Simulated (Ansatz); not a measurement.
Q: Name a neutral molecule of C, Se, Si and H with size of the dipole moment (ωB97M-V/def2-TZVPP) between 0.00 and 0.30 D and HOMO–LUMO gap (PBE/def2-TZVPP) between 3.60 and 3.90 eV (Ansatz, PBE0-D4/def2-TZVP geometry).

A: `C[Se][Si]([Se]C)([Se]C)[Se]C` (0.00 D, 3.60 eV). Other molecules can fit too; these were computed, each in one conformer that needn't be the lowest.
